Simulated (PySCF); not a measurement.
## How methods differ on the excitation energy of Cu²⁺

Cu²⁺ [Ar] 3d9 (2D) → Cu²⁺ [Ar] 3d8 4p1 (high-spin determinant), as a difference of total energies. Calculation: PySCF 2.14, in x2c-TZVPPall; scalar relativity by spin-free X2C-1e. Correlated levels: valence: [Ar] frozen; valence and next inner shell: [Ne] frozen. The calculations carry no spin-orbit coupling.

| method | excitation energy (cm⁻¹) |
| --- | --- |
| UHF | 104460 |
| LDA | 123190 |
| PBE | 118620 |
| PBE0 | 117080 |
| r2SCAN | 113560 |
| wB97X | 121780 |
| M06 | 124550 |
| BHandHLYP | 114780 |
| M06-L | 118680 |
| MP2 (valence) | 121800 |
| SCS-MP2 (valence) | 120960 |
| MP2 (valence and next inner shell) | 125940 |
| SCS-MP2 (valence and next inner shell) | 123820 |

A first-order spin-orbit estimate (lowest level to lowest level, LS coupling) adds -0.016 eV.

The basis was made for the ground configuration and has no added diffuse functions, so the excitation energy can come out too high.

The determinant of the upper state mixes LS terms, which raises its energy above the lowest term, most at the Hartree-Fock and MP2 levels.
